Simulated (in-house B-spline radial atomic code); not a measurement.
Values are calculated unless marked as measured or tabulated.
Making a Troullier-Martins s channel for Cr, r_c = 0.79 bohr

Cr, [Ar] 3d5 4s1, non-relativistic LDA (VWN5), spherical and spin-unpolarised, from a B-spline radial code for spherical atoms (atomic units). The all-electron 3s level is ε = -2.649082 hartree, its outermost node lies just inside 0.37 bohr and its outer maximum at 0.79 bohr.

Inside r_c the pseudo-orbital is u(r) = r^1 exp(p(r)), with p = c0 + c2 r² + c4 r⁴ + … + c12 r¹². The seven coefficients follow from p and its first four derivatives at r_c, from zero curvature of the screened potential at the origin, c4 = −c2²/(2l + 5), and from the norm inside r_c. At r_c the all-electron orbital has P = 1.167068, P' = -0.0501515, the screened potential V = -6.184654, V' = 16.98706, V'' = -60.4139, and the norm inside is Q = 0.3860167.

Question: What are p, p' and p'' at r_c?

Answer: p = ln(P/r_c^1) = ln(1.167068/0.79) = 0.39022. p' = P'/P − 1/r_c = -0.04297 − 1.26582 = -1.30880. The radial equation gives p'' = 2(V − ε) − 2(1) p'/r_c − p'² = -7.07114 − (-3.31341) − 1.71294 = -5.47068. Differentiating, p''' = 2V' + 2(1)p'/r_c² − 2(1)p''/r_c − 2p'p'' = 29.31, and p'''' = 2V'' − 4(1)p'/r_c³ + 4(1)p''/r_c² − 2(1)p'''/r_c − 2p''² − 2p'p''' = -202.61.

For a trial c2 the five matching conditions are linear in c0, c6, c8, c10 and c12, and c2 is varied until the norm inside r_c equals Q. The root nearest zero gives:

| n | c_n |
| --- | --- |
| 0 | -0.1588207 |
| 2 | 3.414336 |
| 4 | -2.331538 |
| 6 | -13.02338 |
| 8 | 27.42253 |
| 10 | -21.48044 |
| 12 | 6.187639 |

Question: Check c4 and p(r_c), and find the screened pseudopotential at the origin.

Answer: −c2²/5 = -2.33154, as listed. The terms c_n r_c^n are -0.15882, 2.13089, -0.90814, -3.16582, 4.16030, -2.03383, 0.36564, which sum to 0.39022. Inverting the radial equation, V_l(r) = ε + 1 p'/r + (p'' + p'²)/2, so V_l(0) = ε + (2l + 3) c2 = -2.649082 + 3 × (3.41434) = 7.5939 hartree, finite where the all-electron potential diverges.

Orbitals and screened potentials:

```tsv
r (bohr)	P	u	V all-electron	V pseudo
0.079	0.05162	0.06884	-233.4	7.581
0.198	-0.6178	0.1923	-68.47	7.108
0.316	-0.2607	0.3666	-33.57	4.82
0.435	0.3737	0.6147	-19.65	-0.1637
0.553	0.8534	0.8957	-12.72	-5.677
0.672	1.104	1.105	-8.691	-7.766
0.79	1.167	1.167	-6.185	-6.185
```

Logarithmic derivatives P'/P at R = 1.09 bohr, for energies E around ε:

```tsv
E − ε (hartree)	all-electron	pseudo
-0.5	-0.511309	-0.512387
-0.25	-0.860861	-0.861184
-0.1	-1.0932	-1.09325
0	-1.25904	-1.25904
0.1	-1.4347	-1.43477
0.25	-1.71888	-1.71936
0.5	-2.25855	-2.26097
```

Question: With P(R) = 0.9275079 and a norm of 0.7337766 inside R, what slope in energy does norm conservation fix?

Answer: d(P'/P)/dE = −2 × (norm inside R)/P(R)² = -1.7059 per hartree·bohr at E = ε, for both atoms, since orbital and norm agree at R. Differences over ±0.1 hartree give -1.7075 (all-electron) and -1.7076 (pseudo), which also hold third-order terms. Half a hartree below ε the two curves differ by -0.0011.
